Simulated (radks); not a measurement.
Values are calculated unless marked as measured or tabulated.
Effect of the nuclear size on neutral iron, [Ar] 3d6 4s2. Level of theory: Dirac Kohn-Sham, relativistic LDA (MacDonald-Vosko exchange, VWN5 correlation), spin-unpolarised, spherical densities, finite nucleus; open shells are shared between the two j in proportion to 2j + 1; Fermi nuclear charge, rms radius 3.7377 fm (a radial shooting solver on a logarithmic mesh with Libxc functionals). The rms radius is varied about that value; shifts are against it.

\begin{tabular}{lrrrrr}
rms radius (fm) & total energy shift (eV) & density at nucleus (e/bohr^3) & 1s1/2 shift (meV) & 2s1/2 shift (meV) & 3s1/2 shift (meV) \\ \hline
3.0911 & -0.0348 & 1.507e+04 & -14.7 & -1.32 & -0.186 \\
3.6031 & -0.00775 & 1.498e+04 & -3.28 & -0.295 & -0.041 \\
3.7377 & 0 & 1.495e+04 & 0.000 & 0.000 & 0.000 \\
3.9507 & 0.0128 & 1.492e+04 & 5.42 & 0.488 & 0.069 \\
4.56 & 0.0533 & 1.483e+04 & 22.5 & 2.03 & 0.285 \\
\end{tabular}

Slopes of the eigenvalues against <r^2> in GHz/fm^2, as finite differences over the two radii next to the reference (eigenvalue slopes, not the field-shift constants of lines): 1s1/2 801, 2s1/2 72.1, 3s1/2 10.1.
